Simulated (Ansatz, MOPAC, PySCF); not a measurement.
Noncovalent pair: AsH3 (SMILES [AsH3]) (first 4 atoms) with H2Se (SMILES [SeH2]); geometry from B3LYP-D3(BJ)/def2-TZVP, rigid monomers moved along the line of their centres of mass till As1···Se5 is 3.36 Å.
(charge 0, multiplicity 1):
| atom | x (Å) | y (Å) | z (Å) |
|---|---|---|---|
| As | -0.1887 | -0.1176 | -0.3551 |
| H | -0.1534 | -0.0902 | -1.8806 |
| H | 1.3100 | 0.1333 | -0.2509 |
| H | -0.5074 | 1.3694 | -0.2698 |
| Se | -0.0466 | -0.4812 | 2.9774 |
| H | -1.4904 | -0.5497 | 2.7152 |
| H | -0.2771 | 0.0277 | 4.3392 |

Counterpoise-corrected where a basis set is named; no monomer relaxation. Rows marked so take none.

Correlated levels freeze the cores. Filled d and f shells under p-block atoms count as core. CBS(a, b) extrapolates the correlation energy as X⁻³ and adds the Hartree–Fock energy of set b. Rows in 6-31G*, STO-3G carry no dispersion term and start afresh at each structure (6-31G* with six Cartesian d functions); the Pople sets are all-electron and without relativity. MP2/6-31G* freezes PySCF's default core, which leaves 3d correlated. The state reached by AM1, PM6, PM7 isn't checked; PM7 holds dispersion and hydrogen-bond terms.

The values were computed with Ansatz (a program for electronic structure); MOPAC for AM1, PM6, PM7 (differences of heats of formation); PySCF for 6-31G* rows, STO-3G rows, the dispersion terms. Each number belongs to the level named beside it.

Other levels give for the interaction energy: PBE/def2-TZVPPD 0.06; B3LYP/def2-TZVPPD 1.52; B3LYP-D3(BJ)/def2-TZVPPD -0.90; wB97M-V/def2-TZVPPD -0.49; MP2/CBS(aug-cc-pVDZ, aug-cc-pVTZ) + ΔCCSD(T)/aug-cc-pVDZ -0.42 kcal/mol.

Question: What do these common cheap choices give for the same quantity: AM1, PM6, PM7, HF/STO-3G (no counterpoise), BP86/6-31G* (no counterpoise), B3LYP/6-31G*, M06-2X/6-31G* (no counterpoise), MP2/6-31G* (no counterpoise)?

Answer: AM1 -2.09; PM6 0.60; PM7 1.51; HF/STO-3G (no counterpoise) 2.03; BP86/6-31G* (no counterpoise) 0.81; B3LYP/6-31G* 1.33; M06-2X/6-31G* (no counterpoise) -0.91; MP2/6-31G* (no counterpoise) 0.13 kcal/mol. They span -2.09 to 2.03 kcal/mol.
